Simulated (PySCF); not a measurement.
## Ce(OH)4 at several levels of theory

Computed with PySCF 2.14.0 (density fitting, no spin-orbit coupling) at the geometry relaxed with PBE0:

```xyz
9
Ce(OH)4 (singlet)
Ce    0.0000    0.0000    0.0000
O     1.3090    1.0723    1.1944
H     1.9089    1.5775    1.7430
O    -1.3090   -1.0723    1.1944
H    -1.9089   -1.5775    1.7430
O     1.0723   -1.3090   -1.1944
H     1.5775   -1.9089   -1.7430
O    -1.0723    1.3090   -1.1944
H    -1.5775    1.9089   -1.7430
```

| level | basis | state | HOMO (eV) | gap (eV) | charge on Ce1 (e) | population of f-type functions on Ce1 (polarisation alone where 4f lies in the core) | dipole about the centre of mass (D) | largest force component (eV/Å) |
| --- | --- | --- | --- | --- | --- | --- | --- | --- |
| PBE0 | Ce lcecp-2-SVP with ECP46, O def2-SVP, H def2-SVP | singlet | – | – | 1.49 | 0.20 | 0.00 | 0.01 |
| M06-L | the same | singlet | – | – | 1.60 | 0.18 | 0.00 | 0.23 |
| r2SCAN | the same | singlet | – | – | 1.41 | 0.19 | 0.00 | 0.11 |
| TPSSh | the same | singlet | – | – | 1.43 | 0.19 | 0.00 | 0.19 |
| revPBE | the same | singlet | – | – | 1.25 | 0.20 | 0.00 | 0.37 |
| PBE0 | Ce lcecp-2-TZVP with ECP46, O def2-TZVP, H def2-TZVP | singlet | – | – | 1.89 | 0.23 | 0.00 | 0.28 |

In the lcecp rows the 4f levels are missing from HOMO and gap, and the state counts the valence alone.

Charges are Mulliken's, which hang on the basis. The relaxation used the grid (50, 194), these runs (75, 302) or, all-electron (x2c bases, spin-free X2C Hamiltonian), (99, 590).

(1) What does PBE0 with Ce x2c-SVPall, O x2c-SVPall, H x2c-SVPall give here?

Results:

(1) state singlet, HOMO (eV) -8.32, gap (eV) 5.58, charge on Ce1 (e) 0.94, population of f-type functions on Ce1 (polarisation alone where 4f lies in the core) 0.85, dipole about the centre of mass (D) 0.00, largest force component (eV/Å) 0.15. Time: 65 s on 2 threads of Intel(R) Xeon(R) CPU @ 2.60GHz (Ice Lake), with other jobs on the host, from free ions and atoms.
